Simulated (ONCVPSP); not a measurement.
## P (Z = 15): one change to an ONCV potential, before and after

```
Element                 : phosphorus
Generator               : ONCVPSP 4.0.1
Type                    : optimised norm-conserving Vanderbilt (ONCV)
Functional              : PBE
Relativity              : scalar-relativistic
Frozen core             : [Ne]
Valence charge          : 5
Reference configuration : 3s2 3p3
Partial waves           : 3s: rc 1.20 bohr, ncon 3, nbas 7, qcut 5 1/bohr, 2 projectors, debl 2.9 Ha; 3p: rc 1.70 bohr, ncon 4, nbas 7, qcut 4.2 1/bohr, 2 projectors, debl 1.9 Ha; d scattering state at 0.1 Ha: rc 1.75 bohr, ncon 3, nbas 7, qcut 4.7 1/bohr, 2 projectors, debl 3.4 Ha
Local potential         : polynomial inside 0.90 bohr (lpopt 5, dvloc0 6 Ha)
Core correction         : none
```

All-electron outer shells of the reference configuration (PBE, scalar-relativistic, ld1.x):

```tsv
shell	level (eV)	outermost node (bohr)	outermost maximum (bohr)
2s	-173.99	0.14	0.42
2p	-124.49	–	0.36
3s	-13.97	0.65	1.58
3p	-5.51	0.64	1.83
```

Change: local potential polynomial inside 0.90 bohr (lpopt 5, dvloc0 -2.5 Ha).

Cutoffs: the cutoffs (Ha) at which the residual kinetic energy of the hardest occupied pseudo-wave falls to 1 and 0.1 mHa per electron; they do not see the model core or the augmentation charge, which bear on the density cutoff. Errors are all-electron minus pseudo energies relative to the spin-unpolarised reference configuration.

Task: What does the change do?

Result: The potential gets neither clearly harder nor softer (12 Ha and 93 Ha → 12 Ha and 93 Ha); the bound ghosts move from s to d, s; of the 4 tests that both files solve, the error grows in 1 and shrinks in 0 by more than 15 % and 0.3 meV (median size 0.6 → 0.8 meV). In the separable form a ghost depends on how the local part lies against the semilocal potential of the channel, so the choice of the local part can create or remove one.

| quantity | base | changed |
| --- | --- | --- |
| cutoff, loose | 12 Ha | 12 Ha |
| cutoff, tight | 93 Ha | 93 Ha |
| bound ghosts | s | s, d |
| GHOST(+) flags under 300 eV | none | none |
| error for 3s2 3p2, meV [ΔE 9.73 eV] | -0.9 | -0.9 |
| error for 3s2 3p1, meV [ΔE 28.88 eV] | +0.3 | +0.7 |
| error for 3s2 3p0, meV [ΔE 58.62 eV] | +21 | +22 |
| error for 3s2 3p2.5, meV [ΔE 3.77 eV] | -0.4 | -0.3 |
| s: phases at 1.22 bohr within 0.05 rad from the reference energy up to (Ha; the scan ends near 5) | to the end of the scan | to the end of the scan |
| p: phases at 1.73 bohr within 0.05 rad from the reference energy up to (Ha; the scan ends near 5) | 4.1 | 4.0 |
| d: phases at 1.77 bohr within 0.05 rad from the reference energy up to (Ha; the scan ends near 5) | to the end of the scan | 4.1 |

Base: The cutoffs count occupied waves only; projector 2 of the d channel, the hardest unoccupied one, needs 74 Ha at the loose tolerance. Changed file: The cutoffs count occupied waves only; projector 2 of the d channel, the hardest unoccupied one, needs 74 Ha at the loose tolerance. A true bound ghost makes a file unfit for plane-wave use even where its test errors are small: the radial tests pick states by their node count and pass the ghost by.
